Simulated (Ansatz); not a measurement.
Gas-phase electronic energies from Ansatz, PBE0-D4/def2-TZVP geometries. CBS: MP2 limit from def2 TZ/QZ plus the TZ coupled-cluster correction, frozen cores. DFT in def2-TZVPP. B3LYP here is the variant with VWN-RPA as its local correlation; programs differ in this. Elements past krypton have def2 core potentials. For Sn outer-core shells are correlated without core-valence functions, which leaves a few kJ/mol of doubt a bond. Each species was taken in one conformer, which may not be the lowest.

Consider the formal exchange of groups at a B–C bond: `B[CH2][SnH3]` + `OC(F)CF` → `B[C@@H](F)[C@H](O)F` + `[CH3][SnH3]`.

```tsv
level	ΔE (kcal/mol)	difference from CCSD(T)/CBS
r2SCAN-D4	10.3	-0.2
PBE0-D4	10.5	0.0
ωB97X-V	8.5	-2.0
ωB97M-V	9.3	-1.2
B2PLYP	9.5	-1.0
r2SCAN	10.3	-0.2
PBE0	10.4	-0.1
B3LYP	9.0	-1.5
MP2/def2-TZVPP	11.0	0.5
SCS-MP2/def2-TZVPP	10.0	-0.5
CCSD/def2-TZVPP	9.4	-1.1
HF/def2-QZVPP	6.7	-3.8
MP2/def2-QZVPP	11.3	0.8
SCS-MP2/def2-QZVPP	10.2	-0.3
HF/CBS(def2)	6.8	-3.7
CCSD/CBS(def2)	9.8	-0.7
CCSD(T)/CBS	10.5	0
```

Largest T1 diagnostic among the species: 0.012.

In def2-TZVPP, CCSD(T) changes the Hartree–Fock value by +3.6 kcal/mol (the triples alone add +0.7 kcal/mol) and MP2 by +4.4 kcal/mol.
